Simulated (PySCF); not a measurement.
A structure optimised at PBE0-D3(BJ)/def2-SVP, used in a PySCF frequency run:

```xyz
9

C     -1.6370    -1.3325     0.1555
Si    -0.2005    -0.1689     0.0213
S      1.5875    -1.0700    -0.7059
Cl    -0.6226     1.3198    -1.3354
Cl     0.1132     0.6868     1.8749
H     -1.4159    -2.1330     0.8779
H     -2.5307    -0.7900     0.4989
H     -1.8454    -1.7859    -0.8248
H      1.6819    -1.9233     0.3394
```

Problem. Write its SMILES and formula.

Solution. C[Si](S)(Cl)Cl, CH4Cl2SSi

Problem. What are its rotational constants (standard atomic weights)?

Solution. 1.7399, 1.6603, 1.2611 GHz
